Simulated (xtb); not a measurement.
Cl$_{2}$O$_{2}$W, triplet, geometry from GFN2-xTB (such geometries of metal compounds can be far from the true shape) (the multiplicity is a formal guess). Base run: xtb with GFN2-xTB.

The xtb input:
```
$ xtb mol.xyz --gfn 2 --uhf 2 --json

# file mol.xyz
5

W      0.37433821    -0.07415431     0.12270466
O      1.49271735    -0.62827810    -1.01392940
O      0.74820365     0.18436419     1.74848290
Cl    -0.97950147     1.60541944    -0.73627097
Cl    -1.70452181    -1.07372945    -0.14352742
```

Each row names what was changed in the base input (with any setting that the change needs).

| change | ΔE vs base (kcal/mol) | dipole (D) | G_solv (kcal/mol) | SCF cycles |
|---|---|---|---|---|
| base | 0.000 | 2.50 | - | 36 |
| file = coord | 0.000 | 2.50 | - | 36 |
| alpb = cs2 | -3.23 | 3.13 | -3.69 | 35 |
| etemp = 5000 | -22.72 | 2.11 | - | 24 |
| acc = 0.0001 | 0.000 | 2.50 | - | 47 |
| acc = 30 | 0.000 | 2.50 | - | 32 |
| acc = 1000 | 0.591 | 2.50 | - | 25 |
| alpb = methanol | -0.498 | 3.60 | -1.85 | 30 |

ALPB and GBSA are two models with their own fitted parameters for each solvent, which aren't always the measured dielectric constant.
